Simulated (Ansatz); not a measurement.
Ideal-gas functions of CH$_{4}$FISi (`C[SiH](F)I`) at 400 K and 1 bar, from an Ansatz frequency run at PBE0-D4/def2-TZVP.

Molar mass 190.03 g/mol, point group C1 (symmetry number 1), electronic degeneracy 1, moments of inertia 82.787, 348.748, 405.854 u Å². Harmonic wavenumbers (cm⁻¹, unscaled): 156, 159, 194, 264, 371, 664, 723, 767, 834, 877, 923, 1279, 1438, 1441, 2260, 3053, 3140, 3151.

Use S(trans) = R[1.5 ln M + 2.5 ln T − 1.1517]; rotational temperatures θ = 24.2544 K / I; S(rot) = R[ln(√π/σ · √(T³/θAθBθC)) + 1.5]; for each mode x = 1.438777 ν̃/T, S = R[x/(eˣ − 1) − ln(1 − e⁻ˣ)] and H = RT x/(eˣ − 1); 1 cm⁻¹ = 0.0119627 kJ/mol; R = 8.31446 J/(mol·K).

Problem. By hand: the entropy, in J/(mol·K).

Solution. Translation 180.4. Rotation: θ = 0.293, 0.0695, 0.0598 K, giving 119.9. Vibration, mode by mode: 13.23, 13.07, 11.47, 9.05, 6.51, 2.81, 2.38, 2.10, 1.73, 1.53, 1.34, 0.47, 0.29, 0.29, 0.02, 0.00, 0.00, 0.00, in all 66.3. Electronic 0.0. Sum 366.6 J/(mol·K).

Problem. By hand: H − E and G − E in kJ/mol, counted from the electronic energy.

Solution. Zero-point energy ½ × 21694 × 0.0119627 = 129.8; thermal vibration 14.7; translation, rotation and pV give 4 RT = 13.3. H − E = 157.8 kJ/mol, and G − E = 157.8 − 400 × 366.6/1000 = 11.2 kJ/mol.

Vibration gives 18 % of the entropy. The sum counts one conformer and one mirror image; others add a mixing term.
